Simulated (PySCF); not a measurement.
Si(NCS)2Me2, C₄H₆N₂S₂Si.
InChI=1S/C4H6N2S2Si/c1-9(2,5-3-7)6-4-8/h1-2H3

The closed-shell ground state was solved at several levels (PySCF, density fitting, gas phase, non-relativistic). Geometry: PBE0-D3(BJ)/def2-SVP; no solvent, vibrations or thermal averaging.

| level | basis functions | HOMO (eV) | LUMO (eV) | gap (eV) | dipole (D) |
| --- | --- | --- | --- | --- | --- |
| PBE0/pcSseg-1 | 204 | -7.49 | -0.91 | 6.58 | 3.61 |
| PBE0/def2-SVPD | 246 | -7.52 | -1.02 | 6.50 | 3.69 |

Problem. What might wB97X-D/pcSseg-1 (204 basis functions) give for the same quantities?

Solution. HOMO -9.29 eV, LUMO 0.78 eV, gap 10.07 eV, dipole 3.73 D.

Problem. Over all these levels, which gives the widest orbital gap and which the narrowest?

Solution. wB97X-D/pcSseg-1 (range-separated hybrid) has the widest, 10.07 eV, and PBE0/def2-SVPD (global hybrid, 25 % exact exchange) the narrowest, 6.50 eV. Functional and basis both differ between the two, so the spread mixes both effects.

Problem. How far do the dipole and the HOMO energy spread over the levels?

Solution. The dipole runs from 3.61 to 3.73 D (mean 3.68 D) and the HOMO from -9.29 to -7.49 eV.
